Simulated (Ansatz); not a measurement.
Hg₆Se₆⁻. Total charge -1; doublet. Geometry PBE-D4/def2-SVP, that of the neutral singlet; atoms count from 1.

```xyz
12

Se    2.4536    1.6884   -1.4471
Hg    0.7572    0.0038   -2.3689
Hg    2.2385   -0.5746    0.9185
Se    2.0045   -2.5379   -0.7112
Se   -1.5283   -1.0988   -2.7241
Hg   -0.4373   -2.4474    0.0601
Hg    0.4372    2.4474   -0.0602
Se    1.5283    1.0987    2.7243
Se   -2.0045    2.5380    0.7111
Hg   -2.2385    0.5747   -0.9185
Hg   -0.7571   -0.0039    2.3689
Se   -2.4536   -1.6883    1.4471
```

In the def2 sets Hg takes a core potential; there is no spin–orbit coupling. Single mean-field runs in def2-TZVP are fitted with def2-universal-jkfit.

**Question.** Estimate the Mulliken populations from the PBE0/def2-TZVP orbitals of Ansatz.

**Answer.** 
| atom | charge (e) | spin (α − β) | d electrons |
| --- | --- | --- | --- |
| Se1 | -0.54 | 0.00 | – |
| Hg2 | 0.38 | 0.16 | 9.91 |
| Hg3 | 0.38 | 0.16 | 9.91 |
| Se4 | -0.54 | 0.00 | – |
| Se5 | -0.54 | 0.00 | – |
| Hg6 | 0.38 | 0.16 | 9.91 |
| Hg7 | 0.38 | 0.16 | 9.91 |
| Se8 | -0.54 | 0.00 | – |
| Se9 | -0.54 | 0.00 | – |
| Hg10 | 0.38 | 0.16 | 9.91 |
| Hg11 | 0.38 | 0.16 | 9.91 |
| Se12 | -0.54 | 0.00 | – |
Mulliken values depend strongly on the basis.

**Question.** Where does the spin sit?

**Answer.** Summed by element: Se 0.02, Hg 0.98, of 1 unpaired in all. Largest on single atoms: Hg2 0.16, Hg6 0.16, Hg3 0.16.

**Question.** And the Mayer bond orders between heavy atoms (over 0.3)?

**Answer.** Se1–Hg2 0.79 (2.56 Å); Se1–Hg7 0.79 (2.56 Å); Hg2–Se5 0.79 (2.56 Å); Hg3–Se4 0.79 (2.56 Å); Hg3–Se8 0.79 (2.56 Å); Se4–Hg6 0.79 (2.56 Å); Se5–Hg10 0.79 (2.56 Å); Hg6–Se12 0.79 (2.56 Å); Hg7–Se9 0.79 (2.56 Å); Se8–Hg11 0.79 (2.56 Å); Se9–Hg10 0.79 (2.56 Å); Hg11–Se12 0.79 (2.56 Å).
